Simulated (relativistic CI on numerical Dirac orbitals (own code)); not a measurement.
# Transition arrays of Sb X

Method of calculation: Dirac-Coulomb-Breit CI, orbitals from a KLI potential per configuration, model QED, valence Slater integrals scaled by 0.9, whole transition arrays (own radial code, finite nucleus).

CI space (outside the closed core [Ar] 3d10 4s2): 4p6 4d6, 4p6 4d5 4f, 4p5 4d7, 4p6 4d5 5p, 4p6 4d5 5f. Levels of other configurations are missing.

All E1 lines from the levels of 4p6 4d6; mean and standard deviation are weighted by gf, and upper levels are sorted by their leading configuration.

```csv
Upper configuration,Lines,Σgf,Mean (eV),Mean (nm),σ (eV),Strongest line (nm)
4p6 4d5 4f,6309,1734.5,94.12,13.173,4.22,13.196
4p5 4d7,812,323.2,98.16,12.631,3.07,12.815
4p6 4d5 5p,3312,127.9,73.42,16.886,2.21,17.065
4p6 4d5 5f,5470,122.5,123.38,10.049,2.46,9.961
```

Σgf per state of the lower configuration in bins of 0.2 nm over the central range (centre: value): 9.9: 0.25, 10.1: 0.16, 10.3: 0.09, 12.1: 0.17, 12.3: 0.29, 12.5: 0.54, 12.7: 1.03, 12.9: 2.04, 13.1: 3.48, 13.3: 1.33, 13.5: 0.33, 13.7: 0.12, 13.9: 0.09, 15.9: 0.04, 16.3: 0.05, 16.5: 0.08, 16.7: 0.16, 16.9: 0.16.

Task: How do configuration mixing and the scaling of the Slater integrals move the arrays?

Result: Slater scale 0.9, no configuration mixing: 4p6 4d5 4f 90.4 ± 3.9 eV (Σgf 1463.3), 4p5 4d7 86.1 ± 6.8 eV (Σgf 498.7), 4p6 4d5 5p 73.3 ± 2.0 eV (Σgf 180.0), 4p6 4d5 5f 123.2 ± 2.2 eV (Σgf 0.4); Slater scale 1: 4p6 4d5 4f 95.9 ± 4.6 eV (Σgf 1756.3), 4p5 4d7 99.9 ± 3.3 eV (Σgf 324.7), 4p6 4d5 5p 73.5 ± 2.4 eV (Σgf 123.3), 4p6 4d5 5f 123.5 ± 2.7 eV (Σgf 147.9); Slater scale 0.8: 4p6 4d5 4f 92.3 ± 3.9 eV (Σgf 1701.6), 4p5 4d7 96.3 ± 3.1 eV (Σgf 328.9), 4p6 4d5 5p 73.3 ± 2.0 eV (Σgf 131.1), 4p6 4d5 5f 123.3 ± 2.2 eV (Σgf 102.6). With mixing, levels are counted to their leading configuration, so an array can shrink or vanish into another, and the sums then hold other lines.
